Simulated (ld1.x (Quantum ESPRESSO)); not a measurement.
## strontium (Sr): variants of one TM potential

Base potential:

strontium (Sr), norm-conserving Troullier–Martins (Kleinman–Bylander form), made with ld1.x (Quantum ESPRESSO) 7.5 (PBEsol, fully relativistic). Core [Ar] 3d10, reference 4s2 4p6 4d0 5s2 5p0. Waves: 4p (bound): rc 1.35 bohr; 4d (bound, empty): rc 2.15 bohr; 4s (bound): rc 2.00 bohr. Local part: the s channel. Core correction: a·sin(br)/r model core inside 1.05 bohr.

Open shells are filled in proportion to 2j + 1 (rel_dist='average').

Occupied shells without a wave of their own: 5s. They enter only through the test configuration that unscreens the potential, and ld1.x also counts them in the model core charge.

Cutoffs, loose and tight: the cutoffs (Ry, on a coarse ladder) from which the occupation-weighted sum of valence levels, in a spherical-Bessel basis at the reference potential, stays within 10 and 1 mRy of its value at 400 Ry. They do not see the model core or the augmentation charge, which bear on the density cutoff. Test errors are all-electron minus pseudo excitation energies from the reference, over the configurations 4s2 4p6 4d0 5s1 5p0; 4s2 4p6 4d0 5s0 5p0; 4s2 4p6 4d0 5s1.5 5p0; 4s2 4p6 4d0 5s0 5p2; 4s2 4p6 4d0 5s0 5p1; 4s2 4p6 4d1 5s1 5p0; 4s2 4p6 4d1 5s0 5p0. A dash means not determined; rows that change the core or the reference have their own tests.

With those shells counted twice in exchange and correlation these files are broken, and their errors move erratically; no question is asked of them.

A true bound ghost makes a file unfit for plane-wave use even where its test errors are small: the radial tests pick states by their node count and pass the ghost by.

Cutoffs are not given where the Bessel-basis levels miss the radial ones by over 6 mRy, ghosts where they miss by over 20 mRy; a channel whose overlap is not positive is not tested.

| change | outcome | cutoff, loose | cutoff, tight | bound ghosts | largest test error (meV) |
| --- | --- | --- | --- | --- | --- |
| base | generated, misses its reference levels by 0.35 eV | – | – | d5/2, d3/2 | -2135 |
| wave 4d (bound): rc 2.15 bohr becomes 4d (bound): rc 3.28 bohr | generated, misses its reference levels by 0.35 eV | – | – | none | -2135 |
| scalar-relativistic | generated, misses its reference levels by 0.35 eV | 45 Ry | 90 Ry | d | -2138 |
| wave 4s (bound): rc 2.00 bohr becomes 4s (bound): rc 2.14 bohr | generated, misses its reference levels by 0.55 eV | 45 Ry | 90 Ry | d5/2, d3/2 | -2870 |
| core correction a·sin(br)/r model core inside 0.52 bohr | generated, misses its reference levels by 0.35 eV | – | – | d5/2, d3/2 | -2137 |
| reference 4s2 4p6 4d1 5s1 5p0 | generated, misses its reference levels by 0.31 eV | – | – | d5/2, d3/2 | -1093 |
| functional PBE | generated, misses its reference levels by 0.35 eV | – | – | d5/2, d3/2 | -1961 |
| all radii but the core radius scaled by about 1.27 (s 2.54, p 1.72, d 2.72 bohr) | generated, misses its reference levels by 1.12 eV | – | – | none | -5052 |
| local potential the p channel | generated, misses its reference levels by 0.79 eV | – | – | not determined | -1243 |
| wave 4p (bound): rc 1.35 bohr becomes 4p (bound): rc 1.70 bohr | generated, misses its reference levels by 0.35 eV | – | – | d5/2, d3/2 | -2134 |
| functional LDA (PZ) | generated, misses its reference levels by 0.37 eV | – | – | d5/2, d3/2 | -2162 |
| reference 4s2 4p6 4d0 5s1.75 5p0 | generated, misses its reference levels by 0.39 eV | – | – | d5/2, d3/2 | -1818 |
| functional revPBE | generated, misses its reference levels by 0.34 eV | – | – | d5/2, d3/2 | -1925 |
